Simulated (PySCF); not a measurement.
B(H)(Me)(vinyl) (C3H7B), SMILES C=CBC. Atoms are numbered in the order given.

```xyz
11

B     -0.7478     0.6285     0.0000
H     -1.8725     1.0842     0.0000
C      0.4419     1.6492     0.0000
H      1.4571     1.2246     0.0000
H      0.3441     2.3191     0.8748
H      0.3441     2.3191    -0.8748
C     -0.5902    -0.9195     0.0000
C      0.6010    -1.5477     0.0000
H     -1.4870    -1.5530     0.0000
H      0.6944    -2.6400     0.0000
H      1.5429    -0.9883     0.0000
```

Geometry: B3LYP-D3(BJ)/def2-SVP. The structure was generated by enumeration, and PubChem lists no compound with its InChIKey, so it may never have been made. One conformer was computed; it need not be the lowest.

Computed with PBE0/pcSseg-1 (PySCF).

GIAO shieldings, no solvent; atoms listed in one row are averaged. δ = σ(ref) − σ: ¹¹B against BF3 (σ = 88.8 ppm); ¹H against TMS (σ = 31.56 ppm); ¹³C against TMS (σ = 186.3 ppm), references at their B3LYP-D3(BJ)/def2-TZVP geometries, non-relativistic.

Computed chemical shifts:
```
nucleus       atoms  count  δ (ppm)
-------  ----------  -----  -------
¹¹B              B1      1     61.7
¹H               H9      1     7.58
¹H              H11      1     7.27
¹H               H2      1     7.20
¹H              H10      1     7.05
¹H       H4, H5, H6      3     1.35
¹³C              C8      1    155.1
¹³C              C7      1    151.5
¹³C              C3      1     11.4
```
